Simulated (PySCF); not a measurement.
A GIAO shielding run with PySCF 2.14.0 with density-fitted response routines (density fitting, non-relativistic, gas phase) on `O[Si](OC)(O)C#N`, C$_{2}$H$_{5}$NO$_{3}$Si:

```
$ OMP_NUM_THREADS=1 python probes_run.py task.json out

{"job": {"kind": "nmr", "xc": "PBE0", "basis": "6-31G", "pop": true}, "charge": 0, "multiplicity": 1}
C      1.932378     0.033735     0.041981
O      0.776209    -0.725543     0.299771
Si    -0.767769    -0.207865     0.268844
O     -1.037667     0.891738     1.447754
O     -1.809049    -1.459947     0.418235
C     -1.029867     0.611789    -1.385042
N     -1.165660     1.119929    -2.418398
H      2.788303    -0.651862    -0.032430
H      2.127132     0.749975     0.856776
H      1.852065     0.592474    -0.906777
H     -1.928832     1.233680     1.563764
H     -1.698771    -2.217129    -0.164297
```

Hardware: 1 thread of an Arm Neoverse V1, shared host. The job also computes population analyses, field gradients.

Q: How large is the calculation?

A: 62 electrons, 77 basis functions and 718 auxiliary functions.

Q: How long does it take, and how much memory does it need?

A: 8 s of wall time, with 14 SCF cycles and 5 response iterations; peak memory 0.5 GiB. Times on a shared host scatter by some tens of per cent.

Q: And these other runs on the same molecule and hardware: GIAO shielding at BHandHLYP/pcSseg-1; GIAO shielding at BP86/pcSseg-1; GIAO shielding at CAM-B3LYP/pcSseg-1; GIAO shielding at HF/pcSseg-1; GIAO shielding at KT2/pcSseg-1; GIAO shielding at PBE/pcSseg-1?

A: BHandHLYP/pcSseg-1: 151 functions, 14 s; BP86/pcSseg-1: 151 functions, 22 s; CAM-B3LYP/pcSseg-1: 151 functions, 20 s; HF/pcSseg-1: 151 functions, 7.4 s; KT2/pcSseg-1: 151 functions, 22 s; PBE/pcSseg-1: 151 functions, 22 s.
